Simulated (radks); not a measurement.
Trend from Cu2+ to Au2+: ionisation energy by Delta-SCF between NIST ground configurations, and size. Method: scalar-relativistic Kohn-Sham, r2SCAN, spin-polarised, spherical densities, finite nucleus; open shells are filled with parallel spins first (spin-orbit coupling, left out, can overturn this in heavy ions); meta-GGA in the generalised Kohn-Sham scheme; Fermi nuclear charge, rms radius of each element as measured or else 0.836 A^(1/3) + 0.57 fm; computed with a radial shooting solver on a logarithmic mesh with Libxc functionals.

species,configuration,IE (eV),NIST (eV),kind,-e(HOMO) (eV),outermost,<r> outermost (bohr),r at 0.001 e/bohr^3 (bohr)
Cu2+,[Ar] 3d9,37.997,36.84,exp.,29.013 (3d),3d,0.924,2.90
Ag2+,[Kr] 4d9,35.612,34.8,semi-emp.,28.605 (4d),4d,1.31,3.27
Au2+,[Xe] 4f14 5d9,33.370,30,theory,27.081 (5d),5d,1.49,3.48

Reference values: NIST Atomic Spectra Database (exp. = measured, semi-emp. = semi-empirical, theory = theoretical value adopted there). Open shells are spherical and high-spin; term and fine-structure splittings are not resolved. Spin-orbit splitting is averaged out at the scalar-relativistic level.
